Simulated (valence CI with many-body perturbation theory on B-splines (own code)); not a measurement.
# E1 transitions of Hf

Method: relativistic CI+MBPT: four valence electrons over a frozen Dirac-Fock core [Xe] 4f14, a basis of 7 s, 7 p, 8 d, 6 f, 4 g, 1 h functions for each j, with the one-electron correlation potential Σ1, the two-electron term Σ2, the three-electron term Σ3, Breit, model QED; selected CI, second order for the rest, scaled by the run's own slope (own B-spline code, finite nucleus).

Set against measurement, 28 paired levels are off by 252 cm⁻¹ on average, the worst by 727. These come from a selection out of the NIST Handbook of Basic Atomic Spectroscopic Data. Levels without a partner in it may be off by more, other configurations by 1,000 to 4,000 cm⁻¹. Among the levels kept, up to 870 cm⁻¹ of a level comes from second order outside the variational space, and about a tenth of that is noise between levels of different J, which matters for small intervals.

Lines 1 to 50 of 558 in falling wavelength, among levels below 45820 cm⁻¹, chosen from the strongest by gf and those to the six lowest levels. Wavelengths and rates use the calculated energies, so an error of 300 cm⁻¹ moves a line at 24220 Å by 7.3 % and its rate by three times that or more. Electric multipoles are in the length gauge, E1 and E2 with the static RPA response of the core. Weak lines are less certain than strong ones. Lines between different terms over intervals too small for the method are left out, as are lines whose strength nearly cancels. Where a level lies close to another of its J and parity, the split of strength between their lines is uncertain. The highest levels of a list are the least certain.

Names give the largest LS component (configuration and term), which can be under half, so a name can repeat, a term be missing and a line seem to break the LS rules; names also repeat where a configuration has a term twice. Letters in brackets count levels of one name in rising energy.

```tsv
λ vac (Å)	Upper	Lower	A (s⁻¹)	S (a.u.)
24220	5d²6s7p ⁵F°_2	5d²6s7s ³F_2 [b]	3.71e+05	1.30e+01
23200	5d6s²8s ³D_1	5d6s²7p ³P°_0 [a]	4.78e+05	8.85e+00
23170	5d²6s6d ⁵G_2	5d6s²7p ³P°_1	3.25e+05	9.97e+00
22790	5d²6s6d ³F_2	5d6s²7p ³P°_1	2.56e+05	7.49e+00
22430	5d³6p ⁵F°_3	5d²6s7s ⁵F_2	1.76e+05	6.86e+00
21760	5d6s²8s ³D_1	5d²6s6p ³F°_2 [d]	1.27e+06	1.94e+01
21390	5d²6s6d ³F_2	5d²6s6p ³F°_2 [d]	3.53e+05	8.52e+00
21370	5d6s²6d ³G_5	5d²6s6p ³F°_4 [d]	1.20e+05	6.34e+00
21010	5d²6s6p ¹D°_2 [b]	5d³6s ³D_2 [b]	9.86e+05	2.26e+01
20680	5d³6p ⁵F°_2 [a]	5d³6s ¹D_2 [b]	2.68e+05	5.86e+00
20610	5d²6s7p ⁵F°_2	5d6s6p² ⁵F_2 [b]	2.73e+05	5.91e+00
20590	5d6s²6d ¹G_4	5d²6s6p ³D°_3 [d]	1.67e+05	6.48e+00
20570	5d6s²7p ³F°_3	5d6s²7s ³D_3	5.76e+05	1.73e+01
19670	5d6s²7p ³F°_2	5d³6s ³D_1 [b]	1.02e+06	1.92e+01
19550	5d²6s6p ³P°_2 [b]	5d³6s ³D_2 [b]	3.43e+05	6.32e+00
19250	5d²6s7p ³F°_2	5d²6s7s ⁵F_3	7.47e+05	1.31e+01
19190	5d²6s6p ¹D°_2 [c]	5d6s²7s ³D_3	1.43e+06	2.49e+01
19040	5d²6s7p ⁵G°_2	5d6s6p² ⁵F_1	3.53e+05	6.01e+00
18830	5d³6p ⁵F°_3	5d⁴ ⁵D_2	2.33e+05	5.38e+00
18740	5d²6s7p ³F°_2	5d6s6p² ⁵F_2 [b]	8.59e+05	1.40e+01
18640	5d²6s6p ³F°_3 [d]	5d³6s ³D_3 [b]	2.39e+05	5.35e+00
18610	5d6s²7p ³F°_2	5d³6s ³D_2 [b]	5.51e+05	8.77e+00
18590	5d²6s6p ³D°_3 [d]	5d6s²7s ³D_2	7.35e+05	1.63e+01
18380	5d³6p ⁵F°_4	5d⁴ ⁵D_3	2.32e+05	6.41e+00
18360	5d²6s7p ⁵G°_2	5d²6s7s ⁵F_2	2.22e+06	3.39e+01
18240	5d²6s6p ³G°_4 [d]	5d³6s ¹H_5	1.98e+05	5.34e+00
18240	5d6s²7p ³D°_1	5d³6s ³D_1 [b]	1.39e+06	1.25e+01
18200	5d6s²7p ¹F°_3	5d³6s ³D_2 [b]	1.68e+06	3.51e+01
18170	5d²6s6p ⁵D°_4 [a]	5d³6s ⁵P_3	1.97e+05	5.25e+00
18170	5d²6s7p ⁵G°_3	5d6s6p² ⁵F_2 [a]	5.64e+05	1.17e+01
17850	5d²6s7p ³F°_2	5d6s6p² ⁵F_2 [a]	1.15e+06	1.62e+01
17770	5d³6p ⁵F°_4	5d6s²7s ³D_3	4.30e+05	1.07e+01
17690	5d²6s6p ³F°_2 [d]	5d6s²7s ³D_2	1.06e+06	1.45e+01
17550	5d³6p ⁵F°_3	5d³6s ¹D_2 [b]	2.67e+05	4.98e+00
17320	5d²6s6p ³F°_2 [d]	5d6s²7s ³D_1	1.85e+06	2.38e+01
17250	5d6s6p² ⁵F_3 [b]	5d²6s6p ³G°_4 [d]	3.14e+05	5.57e+00
17080	5d6s²7p ³F°_3	5d³6s ¹D_2 [b]	3.58e+06	6.17e+01
17060	5d²6s7p ⁵F°_2	5d²6s7s ⁵F_2	6.98e+05	8.55e+00
16970	5d²6s7p ⁵G°_2	5d²6s7s ⁵F_1	4.34e+06	5.23e+01
16950	5d²6s6p ¹P°_1 [b]	5d³6s ¹D_2 [b]	3.34e+06	2.41e+01
16940	5d²6s7p ⁵F°_1	5d²6s7s ⁵F_2	3.03e+06	2.18e+01
16830	5d6s²7p ³P°_1	5d6s²7s ³D_2	3.41e+06	2.41e+01
16700	5d²6s7s ³F_4	5d²6s6p ³G°_5 [c]	6.25e+05	1.29e+01
16630	5d³6p ⁵D°_2	5d²6s7s ⁵F_1	8.22e+05	9.33e+00
16580	5d6s²7p ³D°_3	5d6s²7s ³D_3	6.94e+06	1.09e+02
16500	5d6s²7p ³P°_0 [a]	5d6s²7s ³D_1	4.98e+06	1.11e+01
16490	5d6s²7p ³P°_1	5d6s²7s ³D_1	1.02e+06	6.80e+00
16370	5d²6s7p ⁵F°_2	5d6s²7s ³D_3	1.06e+06	1.14e+01
16320	5d³6p ⁵F°_2 [b]	5d³6s ³D_1 [b]	5.18e+05	5.56e+00
16110	5d6s²7p ³F°_4	5d6s²7s ³D_3	8.69e+06	1.62e+02
```
